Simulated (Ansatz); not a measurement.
Mulliken charges of Cl₂ISi (`Cl[Si](Cl)I`) radical from ωB97M-V/def2-TZVPP in Ansatz (PBE0-D4/def2-TZVP geometry).

```json
{"atom": "Cl1", "x (Å)": "-0.600", "y (Å)": "-0.334", "z (Å)": "1.851", "charge (e)": "-0.150"}
{"atom": "Si2", "x (Å)": "-0.146", "y (Å)": "-0.515", "z (Å)": "-0.137", "charge (e)": "0.369"}
{"atom": "Cl3", "x (Å)": "1.891", "y (Å)": "-0.557", "z (Å)": "-0.335", "charge (e)": "-0.150"}
{"atom": "I4", "x (Å)": "-1.089", "y (Å)": "1.345", "z (Å)": "-1.400", "charge (e)": "-0.069"}
```

Q: By hand: the dipole of these point charges (1 e Å = 4.8032 D).

A: Σ q r = (-0.172, -0.149, -0.181) e Å, of length 0.291 e Å = 1.40 D.

Q: How does the dipole of the full density compare? (Best estimate.)

A: Computed: (-0.070, -0.064, -0.074) e Å, 0.58 D; the point charges give 2.41 times that, at 1° from its direction.

Point charges leave out the atoms' own dipoles, such as those of lone pairs, and Mulliken's split depends on the basis, so the two needn't agree.
